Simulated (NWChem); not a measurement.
System: Si2H5 cation

NWChem input:

```
start job
memory heap 200 mb stack 900 mb global 1100 mb
charge 1
geometry units angstroms noautosym nocenter noautoz
  Si     0.015296    -1.215309    -0.003552
  Si     0.019302     1.166669    -0.012251
  H      1.220788    -2.076481     0.015627
  H     -1.230077    -2.017854     0.008974
  H     -0.542309     1.466499     1.325832
  H      1.426174     1.567781    -0.200855
  H     -0.895591     1.500801    -1.125630
end
basis spherical
  Si library sto-3g
  H library sto-3g
end
dft
  xc hfexch
  iterations 150
end
property
  shielding
  efieldgrad
end
task dft property
```

Parts of the log:

```
             Northwest Computational Chemistry Package (NWChem) 7.3.0
             --------------------------------------------------------

                             Geometry "geometry" -> ""
                             -------------------------

 Output coordinates in angstroms (scale by  1.889725989 to convert to a.u.)

  No.       Tag          Charge          X              Y              Z
 ---- ---------------- ---------- -------------- -------------- --------------
    1 Si                  14.0000     0.01529600    -1.21530900    -0.00355200
    2 Si                  14.0000     0.01930200     1.16666900    -0.01225100
    3 H                    1.0000     1.22078800    -2.07648100     0.01562700
    4 H                    1.0000    -1.23007700    -2.01785400     0.00897400
    5 H                    1.0000    -0.54230900     1.46649900     1.32583200
    6 H                    1.0000     1.42617400     1.56778100    -0.20085500
    7 H                    1.0000    -0.89559100     1.50080100    -1.12563000

 Effective nuclear repulsion energy (a.u.)      81.7405337658

  xc_inp: hfexch multiplicative factor not found.
                              NWChem Property Module
                              ----------------------

  itol2e modified to match energy
  convergence criterion.

                                 NWChem DFT Module
                                 -----------------

 Summary of "ao basis" -> "ao basis" (spherical)
 ------------------------------------------------------------------------------
       Tag                 Description            Shells   Functions and Types
 ---------------- ------------------------------  ------  ---------------------
 Si                          sto-3g                  5        9   3s2p
 H                           sto-3g                  1        1   1s

  itol2e modified to match energy
  convergence criterion.

            General Information
            -------------------
          SCF calculation type: DFT
          Wavefunction type:  closed shell.
          No. of atoms     :     7
          No. of electrons :    32
           Alpha electrons :    16
            Beta electrons :    16
          Charge           :     1
          Spin multiplicity:     1
          Use of symmetry is: off; symmetry adaption is: off
          Maximum number of iterations: 150
          AO basis - number of functions:    23
                     number of shells:    15
          Convergence on energy requested:  1.00D-07
          Convergence on density requested:  1.00D-05
          Convergence on gradient requested:  5.00D-04

              XC Information
              --------------
                     Hartree-Fock (Exact) Exchange  1.000

      Superposition of Atomic Density Guess
      -------------------------------------

 Sum of atomic energies:        -573.23482672

 Renormalizing density from      33.00 to     32

      Non-variational initial energy
      ------------------------------

 Total energy =    -562.106942
 1-e energy   =    -936.922226
 2-e energy   =     293.074751
 HOMO         =      -0.470666
 LUMO         =      -0.191189

   convergence    iter        energy       DeltaE   RMS-Dens  Diis-err
 ---------------- ----- ----------------- --------- --------- ---------
 d= 0,ls=0.0,diis     1   -573.8709508391 -6.56D+02  2.02D-02  2.11D-01
 d= 0,ls=0.0,diis     2   -573.8995047663 -2.86D-02  3.46D-03  3.61D-03
 d= 0,ls=0.0,diis     3   -573.9004392477 -9.34D-04  1.19D-03  2.05D-04
 d= 0,ls=0.0,diis     4   -573.9005150911 -7.58D-05  1.57D-04  3.17D-06
 d= 0,ls=0.0,diis     5   -573.9005164651 -1.37D-06  2.69D-05  7.00D-08
 d= 0,ls=0.0,diis     6   -573.9005165048 -3.97D-08  3.49D-06  1.16D-09

         Total DFT energy =     -573.900516504796
      One electron energy =     -953.546962431410
           Coulomb energy =      340.207092388125
    Exchange-Corr. energy =      -42.301180227269
 Nuclear repulsion energy =       81.740533765758

 Numeric. integr. density =        0.000000000000

[...]

          -----------------------------------------
          Chemical Shielding Tensors (GIAO, in ppm)
          -----------------------------------------

                                NWChem CPHF Module
                                ------------------

  scftype          =     RHF
  nclosed          =       16
  nopen            =        0
  variables        =      112
  # of vectors     =        3
  tolerance        = 0.10D-03
  level shift      = 0.00D+00
  max iterations   =       50
  max subspace     =       30

 SCF residual:    8.9011060167521771E-006

Iterative solution of linear equations
  No. of variables      112
  No. of equations        3
  Maximum subspace       30
        Iterations       50
       Convergence  1.0D-04

   iter   nsub   residual    time
   ----  ------  --------  ---------
     1      3    2.27D+00       0.5
     2      6    5.41D-01       0.5
     3      9    5.70D-02       0.6
     4     12    1.01D-02       0.6
     5     15    7.29D-04       0.6
     6     18    6.07D-05       0.7

      Atom:    1  Si
        Diamagnetic
    860.3495     -0.0040     -0.0215
     -0.0040    863.8836      0.1476
     -0.0215      0.1476    869.3381

        Paramagnetic
  -1314.8806     11.6329     -2.8600
     11.6329   -743.7444      8.3082
     -2.8600      8.3082   -211.3587

        Total Shielding Tensor
   -454.5311     11.6289     -2.8815
     11.6289    120.1391      8.4558
     -2.8815      8.4558    657.9794

           isotropic =     107.8625
          anisotropy =     825.3846

          Principal Components and Axis System
                 1           2           3
              658.1189   -454.7747    120.2433

      1        -0.0024      0.9998      0.0203
      2         0.0157     -0.0203      0.9997
      3         0.9999      0.0027     -0.0156

      Atom:    2  Si
        Diamagnetic
    864.2259     -0.1840     -0.0099
     -0.1840    873.0166      0.0899
     -0.0099      0.0899    864.7111

        Paramagnetic
   -264.1710     -2.1131      0.5600
     -2.1131   -208.0418      1.8242
      0.5600      1.8242   -242.0290

        Total Shielding Tensor
    600.0549     -2.2971      0.5501
     -2.2971    664.9748      1.9141
      0.5501      1.9141    622.6821

           isotropic =     629.2373
          anisotropy =      53.8548

          Principal Components and Axis System
                 1           2           3
              665.1404    622.6145    599.9569

      1        -0.0349      0.0288      0.9990
      2         0.9984     -0.0436      0.0361
      3         0.0446      0.9986     -0.0272

      Atom:    3  H
        Diamagnetic
     32.2456     -6.0255      0.1110
     -6.0255     29.5761     -0.0801
      0.1110     -0.0801     25.1756

        Paramagnetic
    -12.3681      5.3513     -0.1171
      5.3513     -3.2804      0.0845
     -0.1171      0.0845      1.3444

        Total Shielding Tensor
     19.8775     -0.6742     -0.0061
     -0.6742     26.2957      0.0044
     -0.0061      0.0044     26.5200

           isotropic =      24.2311
          anisotropy =       3.4337

          Principal Components and Axis System
                 1           2           3
               26.5202     26.3656     19.8075

      1        -0.0042     -0.1033      0.9946
      2         0.0323      0.9941      0.1033
      3         0.9995     -0.0326      0.0008

      Atom:    4  H
        Diamagnetic
     32.7577      5.8804     -0.0726
      5.8804     29.1443     -0.0433
     -0.0726     -0.0433     25.2517

        Paramagnetic
    -12.8462     -4.9291      0.0412
     -4.9291     -2.8398      0.0527
      0.0412      0.0527      1.2377

        Total Shielding Tensor
     19.9115      0.9513     -0.0314
      0.9513     26.3045      0.0093
     -0.0314      0.0093     26.4895

           isotropic =      24.2351
          anisotropy =       3.3824

          Principal Components and Axis System
                 1           2           3
               26.4901     26.4426     19.7728

      1         0.0096      0.1439      0.9895
      2         0.0995      0.9845     -0.1441
      3         0.9950     -0.0998      0.0048

      Atom:    5  H
        Diamagnetic
     26.3860     -1.4633     -4.3273
     -1.4633     28.2017      3.4331
     -4.3273      3.4331     35.0757

        Paramagnetic
      1.7806      0.7632      1.2938
      0.7632      0.0478     -1.0246
      1.2938     -1.0246     -1.6911

        Total Shielding Tensor
     28.1666     -0.7001     -3.0335
     -0.7001     28.2495      2.4085
     -3.0335      2.4085     33.3846

           isotropic =      29.9336
          anisotropy =       8.5211

          Principal Components and Axis System
                 1           2           3
               35.6143     27.5669     26.6196

      1        -0.3830      0.4899      0.7831
      2         0.3198      0.8657     -0.3851
      3         0.8666     -0.1029      0.4883

      Atom:    6  H
        Diamagnetic
     36.0397      4.3409     -1.5655
      4.3409     28.4185     -0.5804
     -1.5655     -0.5804     24.8097

        Paramagnetic
     -1.7478     -2.1205      0.5360
     -2.1205      0.0791      0.1849
      0.5360      0.1849      1.1161

        Total Shielding Tensor
     34.2919      2.2204     -1.0295
      2.2204     28.4976     -0.3954
     -1.0295     -0.3954     25.9258

           isotropic =      29.5718
          anisotropy =       8.4065

          Principal Components and Axis System
                 1           2           3
               35.1761     27.7456     25.7936

      1         0.9402     -0.3242      0.1048
      2         0.3196      0.9457      0.0591
      3        -0.1183     -0.0221      0.9927

      Atom:    7  H
        Diamagnetic
     29.3532     -2.5254      5.9040
     -2.5254     28.2361     -3.0399
      5.9040     -3.0399     31.8917

[...]
```

Level: Hartree-Fock/STO-3G, GIAO. STO-3G and 3-21G are far too small for this property and stand as cheap habits. Coordinates come from a B3LYP/6-31G* (spherical d) optimisation. NWChem prints the field gradient with the sign opposite to the second derivative of the potential. The printed shielding anisotropy is the first printed principal value minus the mean of the other two.
